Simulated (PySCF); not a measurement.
CH4Mg, singlet, at a GFN2-xTB geometry (such geometries of metal compounds can be far from the true shape). Base run: PBE/6-31+G*, polarisability run with PySCF.

Input for PySCF:
```python
from pyscf import gto, scf, dft
from pyscf.prop import polarizability

mol = gto.Mole()
mol.atom = '''
    Mg   -0.64746467   -0.54736876   -0.11627487
    H    -2.32268912   -0.55849159   -0.29109477
    C     1.02734984    0.69418013    0.16861754
    H     1.52248576    0.60341569    1.13640066
    H     0.59697262    1.70278476    0.12849537
    H     1.80870784    0.65563553   -0.59020801
'''
mol.basis = '6-31+g*'
mol.verbose = 3
mol.build()

mf = dft.RKS(mol)
mf.xc = 'pbe'
mf.kernel()
alpha = mf.Polarizability().polarizability()[2, 2]
print('alpha_zz =', alpha)
```

**Question.** The base was run again with changes. Order these runs by alpha_zz (bohr³), lowest first: functional = hf | basis = STO-3G | basis = 6-31G* | functional = camb3lyp | basis = cc-pVTZ | basis = cc-pVDZ.

**Answer.** basis = STO-3G (alpha_zz (bohr³) 10.93), functional = hf (alpha_zz (bohr³) 31.77), functional = camb3lyp (alpha_zz (bohr³) 34.44), basis = 6-31G* (alpha_zz (bohr³) 36.16), basis = cc-pVDZ (alpha_zz (bohr³) 36.79), basis = cc-pVTZ (alpha_zz (bohr³) 39.85)

Finite-field rows take the second difference of the energy in a field along z; a small field with loose convergence shows SCF noise divided by the square of the field, and a large one adds hyperpolarisability.
